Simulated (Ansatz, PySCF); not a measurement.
Species: CH$_{5}$S$_{2}$Si, net charge 0, doublet state. SMILES: C[Si](S)S
Structure (B3LYP-D3(BJ)/def2-TZVP (Ansatz, an electronic-structure program) minimum search):
```xyz
9

C     -2.0606    -0.3335     0.1833
Si    -0.2925    -0.3118    -0.4540
S      0.8758    -1.2865     1.0686
S      0.4404     1.6826    -0.8570
H     -2.7285     0.1128    -0.5538
H     -2.1336     0.2429     1.1091
H     -2.3863    -1.3564     0.3797
H      2.0601    -1.0039     0.5004
H      0.5876     2.0338     0.4356
```
Charge 0, spin multiplicity 2.

Wanted: atomisation energy, in kcal/mol. Conventions: no spin-orbit coupling; open shells spin-unrestricted; non-relativistic; 6-31G* and kin with 6d, 5d where marked; atomisation electronic, to ground-state atoms; frozen cores in correlated levels; dispersion terms only where a functional's name holds one. Basis-set limits of correlation are two-point, X^-3; Hartree-Fock from the larger set. First-principles rows: single points at B3LYP-D3(BJ) geometries (Ansatz).

```json
[
 {"species": "C[Si](S)S", "coefficient": "-1", "E at M06-2X/6-31G* (5d) (PySCF), Eh": "-1126.85658", "E at PBE0/def2-TZVPD (Ansatz), Eh": "-1126.62459"},
 {"species": "C atom", "coefficient": "+1", "E at M06-2X/6-31G* (5d) (PySCF), Eh": "-37.82757", "E at PBE0/def2-TZVPD (Ansatz), Eh": "-37.80543"},
 {"species": "H atom", "coefficient": "+5", "E at M06-2X/6-31G* (5d) (PySCF), Eh": "-0.49667", "E at PBE0/def2-TZVPD (Ansatz), Eh": "-0.50104"},
 {"species": "S atom", "coefficient": "+2", "E at M06-2X/6-31G* (5d) (PySCF), Eh": "-398.06109", "E at PBE0/def2-TZVPD (Ansatz), Eh": "-397.97420"},
 {"species": "Si atom", "coefficient": "+1", "E at M06-2X/6-31G* (5d) (PySCF), Eh": "-289.32340", "E at PBE0/def2-TZVPD (Ansatz), Eh": "-289.24952"}
]
```

Coupled cluster (Ansatz) is a level with limits of its own, used here on species with T1 under 0.025 (0.045 for open shells) and stable references: CCSD(T)/CBS(cc-pV(T+d)Z,cc-pV(Q+d)Z). Value to compare with, CCSD(T)/CBS(cc-pV(T+d)Z,cc-pV(Q+d)Z) (Ansatz): 703.4 kcal/mol. 1 Eh = 627.5095 kcal/mol.

Q: Work the quantity out at each level, and compare with CCSD(T)/CBS(cc-pV(T+d)Z,cc-pV(Q+d)Z) (Ansatz).

A: 
- M06-2X/6-31G* (5d): the sum of coefficient times E is 1.10008 Eh, or 690.31 kcal/mol. Result: 690.3 kcal/mol. Its difference against CCSD(T)/CBS(cc-pV(T+d)Z,cc-pV(Q+d)Z) (Ansatz) is -13.1 kcal/mol.
- PBE0/def2-TZVPD: the sum of coefficient times E is 1.11604 Eh, or 700.33 kcal/mol. Result: 700.3 kcal/mol. Its difference against CCSD(T)/CBS(cc-pV(T+d)Z,cc-pV(Q+d)Z) (Ansatz) is -3.1 kcal/mol.
